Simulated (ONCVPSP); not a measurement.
# u(r) = r·R(r): atom against pseudo-atom (Co)

Columns: radius, all-electron u(r) and pseudo u(r) of the 3p shell (level -74.35 eV) of cobalt in the configuration [Ne] 3s2 3p6 3d7 4s1; PBEsol, scalar-relativistic, ONCV scheme, ONCVPSP 4.0.1.

| r (bohr) | all-electron | pseudo |
| --- | --- | --- |
| 0.072 | -0.4352 | 0.0365 |
| 0.145 | -0.6207 | 0.1429 |
| 0.217 | -0.3825 | 0.3018 |
| 0.290 | 0.0361 | 0.4944 |
| 0.362 | 0.4475 | 0.6913 |
| 0.435 | 0.7810 | 0.8751 |
| 0.507 | 1.0067 | 1.0214 |
| 0.580 | 1.1373 | 1.1216 |
| 0.652 | 1.1885 | 1.1712 |
| 0.725 | 1.1826 | 1.1745 |
| 0.798 | 1.1374 | 1.1358 |
| 0.870 | 1.0685 | 1.0683 |
| 0.942 | 0.9864 | 0.9862 |
| 1.015 | 0.8974 | 0.8972 |
| 1.088 | 0.8078 | 0.8077 |
| 1.160 | 0.7223 | 0.7222 |
| 1.232 | 0.6417 | 0.6416 |
| 1.305 | 0.5661 | 0.5660 |
| 1.378 | 0.4971 | 0.4970 |
| 1.450 | 0.4358 | 0.4357 |
| 1.522 | 0.3809 | 0.3808 |
| 1.595 | 0.3314 | 0.3313 |
| 1.668 | 0.2876 | 0.2876 |
| 1.740 | 0.2497 | 0.2497 |
| 1.812 | 0.2164 | 0.2164 |
| 1.885 | 0.1869 | 0.1869 |

Problem. How many radial nodes do the two functions have?

Solution. The all-electron 3p function has n − l − 1 = 1; the pseudo-wave has 0, since the states of the same l below it are removed with the core.

Problem. At about which radius was the pseudo-wave matched?

Solution. 0.90 bohr, where the columns begin to agree (steps of 0.07 bohr).

Problem. Where does each function peak?

Solution. Outermost all-electron maximum near 0.65 bohr, pseudo maximum near 0.72 bohr (to the table’s step).

Problem. Is the pseudo-wave norm-conserving?

Solution. Yes: the ONCV scheme keeps the norm inside the radius equal to the all-electron one, which fixes the energy derivative of the logarithmic derivative at the level.
